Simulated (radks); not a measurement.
Values are calculated unless marked as measured or tabulated.
All-electron atom: Dy I in [Xe] 4f10 6s2. Level of theory: scalar-relativistic Kohn-Sham, LDA (Slater exchange, VWN5 correlation), spin-polarised, spherical densities, finite nucleus; open shells are filled with parallel spins first (spin-orbit coupling, left out, can overturn this in heavy ions); Fermi nuclear charge, rms radius 5.2218 fm; hard spherical wall at 3 bohr (a radial shooting solver on a logarithmic mesh with Libxc functionals).

Radial electron density D(r) = 4 pi r^2 rho(r):

r (bohr)   D(r) (e/bohr)   spin D(r)
0.0009904          4.605  -0.0000123
0.001126           5.662  -0.0000151
0.00129            7.033  -0.0000188
0.001466           8.600  -0.0000229
0.001679           10.61  -0.0000282
0.001909           12.88  -0.0000341
0.002169           15.57  -0.0000411
0.002485           18.96  -0.0000499
0.002825           22.68  -0.0000595
0.003236           27.25  -0.0000712
0.003678           32.17  -0.0000836
0.004214           38.02  -0.0000983
0.004789           44.09   -0.000113
0.005443           50.61   -0.000129
0.006236           57.85   -0.000147
0.007088           64.73   -0.000164
0.00812            71.77   -0.000182
0.009229           77.76   -0.000199
0.01057            83.01   -0.000216
0.01202            86.50   -0.000235
0.01366            88.30   -0.000257
0.01565            88.24   -0.000291
0.01779            86.51   -0.000341
0.02038            83.50   -0.000424
0.02316            80.49   -0.000545
0.02653            78.42   -0.000737
0.03016            78.78   -0.000991
0.03427            82.24    -0.00133
0.03927            89.45    -0.00176
0.04463            98.64    -0.00223
0.05113            108.7    -0.00270
0.05811            115.7    -0.00294
0.06658            117.9    -0.00258
0.07567            114.0   -0.000821
0.086              105.6     0.00404
0.09853            95.58      0.0164
0.112              89.58      0.0412
0.1283             90.02      0.0935
0.1458             96.07       0.184
0.1671             103.3       0.349
0.1899             104.3       0.596
0.2158             95.90       0.957
0.2472             78.39        1.48
0.281              60.52        2.11
0.3219             48.26        2.87
0.3659             46.21        3.60
0.4192             50.71        4.27
0.4765             54.57        4.68
0.5415             53.16        4.81
0.6204             45.45        4.62
0.7051             35.55        4.20
0.8078             26.16        3.59
0.9182             20.09        2.95
1.052              16.09        2.27
1.196              13.39        1.68
1.359              10.94        1.18
1.557              8.598       0.755
1.769              6.884       0.462
2.027              5.388       0.240
2.304              3.629       0.100
2.64               1.239      0.0209

D(r) has 4 maxima, at r = 0.0146, 0.0650, 0.181, 0.492 bohr, and minima at 0.0278, 0.118, 0.354 bohr, inside which lie 1.93, 11.09, 29.50 electrons.
